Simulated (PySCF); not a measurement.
SrF, SMILES [Sr][F], multiplicity 2. Geometry: B3LYP-D3(BJ)/def2-TZVPD. The multiplicity is an assumed one; other spin states were not compared. The def2 effective core potentials stand for the cores of Sr; spin–orbit coupling is left out.

Computed with PySCF with B3LYP-D3(BJ)/def2-TZVPD.

Harmonic wavenumbers (cm⁻¹): 487. Rotational constants (GHz): 7.326 (linear); symmetry number 1.

Question: Work out the zero-point energy and the ideal-gas rigid-rotor harmonic-oscillator thermochemistry at 298.15 K and 1 atm.

Answer: ZPE = ½ Σ hcν = ½ × 487 cm⁻¹ = 2.92 kJ/mol. H − E(el) = 12.21 kJ/mol. Entropy in J/(mol K): translation 166.98, rotation 64.38, vibration 2.89, spin 5.76, total 240.01. G − E(el) = -59.35 kJ/mol. Cp = 34.45 J/(mol K).
